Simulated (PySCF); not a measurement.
AlFH5NSi, BH3OSi (calculated)

Calculation on a computer-drawn molecule: optimised geometry and harmonic frequencies of an isolated molecule of the commonest isotopes, restricted reference for singlets and unrestricted otherwise, frozen core in MP2. Program: PySCF 2.14.0.

Common to all runs: charge 0; multiplicity 1; method HF; basis cc-pV(D+d)Z.

(1) AlFH5NSi

Start structure:
```xyz
9
AlFH5NSi
F     -2.0147    -0.2140     1.3480
Si    -0.9154    -1.1696     0.6548
N      0.3947    -0.2786     0.0885
Al     0.9021     0.3634    -1.5609
H     -1.6567    -1.8060    -0.4524
H     -0.4245    -2.0649     1.7554
H      0.9536     0.1015     0.8217
H      0.9171    -0.6071    -2.7996
H      1.2544     1.8293    -1.8028
```

- rotational constants: 12.79, 1.954, 1.878 GHz
- total energy: -687.7830 hartree
- convergence status largest gradient component: 2.637e-05 hartree/bohr

Drawn bonds:
```tsv
atom	other atom	order
1	2	1
2	3	1
3	4	1
2	5	1
2	6	1
3	7	1
4	8	1
4	9	1
```

Optimised structure:
```xyz
9
AlFH5NSi
F     -2.1898    -0.4087     1.1033
Si    -0.8502    -1.1960     0.6470
N      0.3554    -0.1177     0.0974
Al     0.8324     0.3808    -1.5581
H     -1.2451    -2.0915    -0.4500
H     -0.4102    -1.9331     1.8433
H      0.8404     0.3537     0.8458
H      0.1021    -0.2895    -2.7796
H      1.9755     1.4559    -1.6965
```

Modes:
```tsv
frequency (cm⁻¹)	reduced mass (dalton)
63.09	4.27
172.4	1.233
189.2	2.85
332.1	4.151
527.2	1.276
566.5	1.27
619	1.956
664	1.237
789	1.719
833.9	1.158
862.4	1.467
874.8	2.799
970.1	3.188
1026	1.183
1039	1.094
1238	1.424
2010	1.046
2021	1.038
2350	1.045
2366	1.036
3741	1.074
```

(2) BH3OSi

Start structure:
```xyz
6
BH3OSi
B     -0.4161    -0.8302    -0.6994
Si     1.3919     0.0298    -0.9325
O      2.4129    -0.4084    -1.9278
H     -0.5179    -1.7727    -0.0217
H     -1.3136    -0.5056    -1.3859
H      1.5622     1.1430     0.0481
```

- rotational constants: 32.77, 6.552, 5.724 GHz
- total energy: -390.1834 hartree
- convergence status largest gradient component: 2.995e-05 hartree/bohr

Drawn bonds:
```tsv
atom	other atom	order
1	2	1
2	3	2
1	4	1
1	5	1
2	6	1
```

Optimised structure:
```xyz
6
BH3OSi
B     -0.4071    -0.8695    -0.7392
Si     1.3953     0.0348    -0.9219
O      2.4392    -0.3792    -1.9202
H     -0.5563    -1.7926     0.0082
H     -1.3486    -0.4931    -1.3753
H      1.5969     1.1556     0.0292
```

Modes:
```tsv
frequency (cm⁻¹)	reduced mass (dalton)
165.3	1.103
221.5	4.351
451.5	1.13
633	3.696
737	1.419
866.5	1.288
989.3	1.284
1246	1.204
1315	9.604
2302	1.043
2697	1.053
2783	1.125
```
